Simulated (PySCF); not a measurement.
C₃H₃, SMILES [CH]1[CH][CH]1 (connectivity only; charge and spin as stated), neutral, multiplicity 2. Atoms are numbered in the order given.

```xyz
6

C     -0.8735    -0.1374     0.0000
C      0.4179     0.0129    -0.6539
C      0.4179     0.0129     0.6539
H     -1.7330     0.5313     0.0000
H      0.9797     0.0694    -1.5696
H      0.9797     0.0694     1.5696
```
Charge 0, spin multiplicity 2.

The structure is a stationary point at B3LYP-D3(BJ)/def2-TZVP.

All values below come from PBE/def2-TZVPD (PySCF).

Mulliken values depend strongly on the basis, most of all with diffuse functions as here. ESP charges are fitted to the potential on shells at 1.4 to 2.0 van der Waals radii. Atomic charges (e):

```tsv
atom	Mulliken	meta-Löwdin	ESP fit	Mulliken spin
C1	-0.31	-0.23	[?]	0.69
C2	-0.14	-0.08	[?]	0.13
C3	-0.14	-0.08	[?]	0.13
H4	0.13	0.11	[?]	0.07
H5	0.23	0.15	[?]	-0.01
H6	0.23	0.15	[?]	-0.01
```

Question: Some entries are withheld; supply them. (Estimate from the structure and the level; the computed values follow.)

Answer: 
- C1, ESP fit: -0.34
- C2, ESP fit: -0.09
- C3, ESP fit: -0.09
- H4, ESP fit: 0.17
- H5, ESP fit: 0.17
- H6, ESP fit: 0.17
